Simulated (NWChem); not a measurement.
A series in which one site is exchanged, each optimised at PBE0/def2-SVP with NWChem, gas phase unless a solvent is named. Some are not confirmed as minima by frequencies. def2 effective core potentials on Cd, Hg; no spin-orbit coupling.

A: [Cl][Mg][Cl] (MgCl2; site = Mg)
B: [Cl][Ca][Cl] (CaCl2; site = Ca)
C: [Cl][Hg][Cl] (HgCl$_{2}$; site = Hg)
D: [Cl][Cd][Cl] (CdCl$_{2}$; site = Cd)

Question: Rank them by lowest singlet excitation, CAM-B3LYP/def2-SVPD, TDA (eV), lowest first.

Answer: C (5.11), B (5.21), D (5.38), A (5.90)
